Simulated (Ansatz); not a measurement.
Basis-set extrapolation for C2H5OSi (`C=C[SiH]O`) radical (PBE0-D4/def2-TZVP geometry, frozen core, Ansatz). Multiplicity 2, UHF reference.

```json
{"": "HF", "def2-TZVPP": "-442.506756", "def2-QZVPP": "-442.523353"}
{"": "MP2 correlation", "def2-TZVPP": "-0.656005", "def2-QZVPP": "-0.704511"}
{"": "CCSD(T) correlation", "def2-TZVPP": "-0.724628", "def2-QZVPP": "not run"}
```

Energies in hartree. Use E(X) = E(∞) + A·exp(−7.88·√X) for Hartree–Fock and E(X) = E(∞) + B·X^(−2.97) for correlation, with X = 3 and 4, and add CCSD(T) minus MP2 of the smaller set to the MP2 limit.

Q: What is the CCSD(T) energy at the basis-set limit?

A: HF limit: -442.523353 + (-0.016597) × 0.13774 = -442.52564. MP2 limit: -0.704511 + (-0.048506) × 0.74074 = -0.74044. Higher-order term: -0.724628 − (-0.656005) = -0.06862. Total: -443.33470 hartree, 64.8 kcal/mol below CCSD(T)/def2-TZVPP.

The UHF reference is spin-contaminated (⟨S²⟩ = 0.87, T1 = 0.027).
